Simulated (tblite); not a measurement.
Give a GFN2-xTB geometry of InChI=1S/C4H14OSSi2/c1-2-3-4-8(5)7-6/h5-6,8H,2-4,7H2,1H3/t8-/m0/s1.

```xyz
22
C4H14OSSi2 angstrom
C     -3.4025   -0.6036    0.6604
C     -2.4236    0.4571    0.1723
C     -1.0608   -0.1385   -0.1774
C     -0.0654    0.9225   -0.6342
Si     1.6403    0.1937   -1.0666
O      2.6377    1.3217   -1.6931
Si     2.5153   -0.8069    0.8305
S      4.6662   -0.5649    0.9038
H     -3.0194   -1.0938    1.5530
H     -3.5565   -1.3605   -0.1057
H     -4.3643   -0.1559    0.9000
H     -2.2957    1.2160    0.9482
H     -2.8360    0.9530   -0.7096
H     -1.1868   -0.8820   -0.9676
H     -0.6621   -0.6588    0.6985
H     -0.4739    1.4414   -1.5039
H      0.0280    1.6748    0.1543
H      1.5514   -0.6873   -2.2331
H      2.9591    2.0782   -1.2101
H      2.2784   -2.2492    0.9277
H      2.1635   -0.2288    2.1274
H      4.8968   -0.8086   -0.3771
```

Orientation and origin are arbitrary. Atoms count from 1 in this order. Of the pairs four or more bonds apart, Si7···H15 is among the closest relative to their van der Waals radii: 3.18 Å, 96 % of the sum of Bondi's values. Si5 (oxygen-bound silicon) is distorted tetrahedral (angles from 98.5° to 114.5°). Si7 (SiH2 silicon) is distorted tetrahedral (angles from 99.5° to 117.7°).

Bonds between heavy atoms (Å): C1–C2 1.524, C2–C3 1.528, C3–C4 1.525, C4–Si5 1.905, Si5–O6 1.631, Si5–Si7 2.317, Si7–S8 2.166.

Structure optimised with GFN2-xTB, isolated species.

Point group: C1 (no symmetry element, even within 0.4 Å). Its GFN2-xTB frequencies are all real (lowest 16 cm⁻¹). One conformer, not necessarily the lowest (C1–C2–C3–C4 -179°, C2–C3–C4–Si5 180°, C3–C4–Si5–O6 174°, C4–Si5–O6–H 65°, C4–Si5–Si7–S8 -145°).

The numbers are calculated, not measured.
